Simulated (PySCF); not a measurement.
UHF on Ne (neon, neutral)

Configuration: [He] 2s2 2p5 3s1, high-spin 3P determinant (an excited configuration). All numbers are calculated (PySCF 2.14, no relativity, point nucleus, in aug-cc-pVQZ with one added diffuse shell each of s, p, d, f, g type (7s6p5d4f3g, 105 functions)).

| Item | Value |
| --- | --- |
| Total energy | -127.995629 hartree |
| One-electron energy | -177.7108 hartree |
| Hartree (Coulomb) energy | 61.4926 hartree |
| Exchange energy | -11.7774 hartree |
| Kinetic energy | 127.99507 hartree |
| ⟨S²⟩ | 2.0025 |
| ⟨L²⟩ | 2.010 |
| Sum of ⟨r⟩ | 10.76 bohr |
| Sum of ⟨r²⟩ | 28.39 bohr² |
| Traceless quadrupole moment −½Σ⟨3z² − r²⟩ along its main axis | 0.184 e·bohr² |
| Density at the nucleus (Gaussians lack the cusp) | 611 bohr⁻³ |
| Spin density at the nucleus | 0.578 bohr⁻³ |
| Langevin diamagnetic susceptibility | -22.5 ×10⁻⁶ cm³/mol |

```csv
shell,electrons,mean orbital energy (hartree),spread (hartree),"rms radius, mean of both spins (bohr)"
1s α,1,-33.37463,0,0.183
1s β,1,-33.31044,0,0.183
2s α,1,-2.47266,0,0.944
2s β,1,-2.23929,0,0.944
2p α,3,-1.38427,0.13457,0.997
2p β,2,-1.27803,0,0.997
3s α,1,-0.17458,0,4.64
```

The outer electron is Rydberg-like, and this basis confines it to a smaller radius and binds it less than a complete one would.

Spin-orbit constants ζ (cm⁻¹) from the X2C one-electron operator on these orbitals (non-relativistic here): bare nucleus, nucleus screened by l(l+1)(2l+1)/3 electrons, and screened by the Breit-Pauli mean field of the electrons.

```csv
shell,bare,screened nucleus,mean field
2p,739.1,591.3,525.7
```

To first order the Landé constant is A = -262.9 cm⁻¹, so the lowest level has J = 2 and lies 0.0326 eV below the centre of the term. This holds in LS coupling only.
